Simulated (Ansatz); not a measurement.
A nudged elastic band was laid between two geometries of CH₂NSn (5 atoms, charge 0, multiplicity 2).

Level of theory: UKS PBE0/def2-SVP (Ansatz 0.2.0).

* movable images: 7
* climbing image: yes
* spring: 5.0 eV/Å²
* optimiser: quadratic models (default)
* start path: through a guess of the saddle point
* force threshold: 0.05 eV/Å
* iteration limit: 33
* end points: relaxed

First end point:

```xyz
5
Properties=species:S:1:pos:R:3
N 0.836 -1.540 1.679
C 0.511 -0.859 0.795
Sn 0.011 0.333 -0.897
H -1.657 0.040 -1.187
H 0.349 1.952 -0.431
```

Last end point:

```xyz
5
Properties=species:S:1:pos:R:3
N 0.978 -1.627 1.513
C 0.446 -0.818 0.870
Sn -0.596 0.696 -0.203
H -1.391 -0.119 -1.489
H 0.613 1.794 -0.734
```

(1) Which bonds break or form, and what moves?

(2) What energy profile does the band end with?

(3) What is the geometry of the highest image?

(4) What are the harmonic wavenumbers there?

The band took 4 iterations and of the order of 2.3 core-minutes.

## Answers

(1) No bond is made or broken. The height of Sn3 over the plane of its neighbours goes from 0.65 to -0.65 Å. The two ends are copies of one structure, up to a mirror image or an exchange of like atoms.

(2) It converged. The highest image is number 4 of 0 to 8, 0.43 eV above the ends, which have the same energy within 2 meV. A vibrational analysis at the climbing image gives one clearly imaginary mode, 677i cm⁻¹: a first-order saddle point.

```json
{"image": "0", "path coordinate (Å)": "0.00", "energy (eV)": "0.00", "height of Sn3 over the plane of its neighbours (Å)": "0.65"}
{"image": "1", "path coordinate (Å)": "0.17", "energy (eV)": "0.03", "height of Sn3 over the plane of its neighbours (Å)": "0.55"}
{"image": "2", "path coordinate (Å)": "0.34", "energy (eV)": "0.14", "height of Sn3 over the plane of its neighbours (Å)": "0.38"}
{"image": "3", "path coordinate (Å)": "0.50", "energy (eV)": "0.33", "height of Sn3 over the plane of its neighbours (Å)": "0.19"}
{"image": "4", "path coordinate (Å)": "0.67", "energy (eV)": "0.43", "height of Sn3 over the plane of its neighbours (Å)": "0.00"}
{"image": "5", "path coordinate (Å)": "0.84", "energy (eV)": "0.33", "height of Sn3 over the plane of its neighbours (Å)": "-0.19"}
{"image": "6", "path coordinate (Å)": "1.00", "energy (eV)": "0.14", "height of Sn3 over the plane of its neighbours (Å)": "-0.38"}
{"image": "7", "path coordinate (Å)": "1.17", "energy (eV)": "0.03", "height of Sn3 over the plane of its neighbours (Å)": "-0.55"}
{"image": "8", "path coordinate (Å)": "1.34", "energy (eV)": "0.00", "height of Sn3 over the plane of its neighbours (Å)": "-0.65"}
```

(3) 
```xyz
5
Properties=species:S:1:pos:R:3
N 0.925 -1.619 1.627
C 0.491 -0.860 0.860
Sn -0.277 0.489 -0.523
H -1.597 -0.055 -1.405
H 0.508 1.972 -0.601
```

(4) 677i, 227, 276, 437, 489, 648, 2029, 2058, 2298 cm⁻¹.

Run time: 2.4 min on 1 CPU thread of a shared host.
